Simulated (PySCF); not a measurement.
## Stationary points of ErO₂⁻

Level of theory: PBE0/[Er lcecp-1-TZVP with ECP57, O def2-TZVP], scalar-relativistic core potentials, density fitting, no spin–orbit coupling, PySCF.

Relaxations began from a few typed shapes. The search is not exhaustive: other isomers or separated fragments can lie lower, and high-lying points may rest on an excited occupation.

**Question.** Order these stationary points by electronic energy, lowest first, in kJ/mol from the lowest minimum.
A. valence singlet (4f shell in the core) C2v: Er–O 2.024 Å (×2), O–O 1.474 Å; Er–O–O 68.6° (×2), O–Er–O 42.7°
B. valence singlet (4f shell in the core) C2v: Er–O 1.920 Å (×2); O–Er–O 114.7°
C. valence singlet (4f shell in the core) D∞h: Er–O 1.998 Å (×2); O–Er–O 180.0°

**Answer.** B (0.0), C (79.7), A (120.3).

**Question.** Which of them are minima?

**Answer.** By energy in kJ/mol, 0.0: minimum; 79.7: saddle point, 2 imaginary modes; 120.3: minimum.

For the lowest minimum: the highest occupied level lies above zero, a sign of self-interaction error or too small a basis; response properties are unreliable. The lowest empty level of this anion is unbound, so it and the gap depend on the basis. The 4f shell sits in the core potential, so its spin is not counted. The basis has no diffuse functions, which an anion would want.
